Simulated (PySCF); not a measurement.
**Stationary points of GaCl₂**

Computed with PySCF, wB97X, basis Ga def2-TZVP, Cl def2-TZVP (no relativity, density fitting).

Relaxations began from a few typed shapes; open shells are unrestricted. The search is not exhaustive: other isomers or separated fragments can lie lower, and high-lying points may rest on an excited occupation.

**Question.** Order these stationary points by electronic energy, lowest first, in kJ/mol from the lowest minimum.
A. doublet D∞h: Ga–Cl 2.236 Å (×2); Cl–Ga–Cl 180.0°
B. doublet C2v: Ga–Cl 2.155 Å (×2); Cl–Ga–Cl 119.2°

**Answer.** B (0.0), A (56.3).

**Question.** Which of them are minima?

**Answer.** By energy in kJ/mol, 0.0: minimum; 56.3: saddle point, 2 imaginary modes.
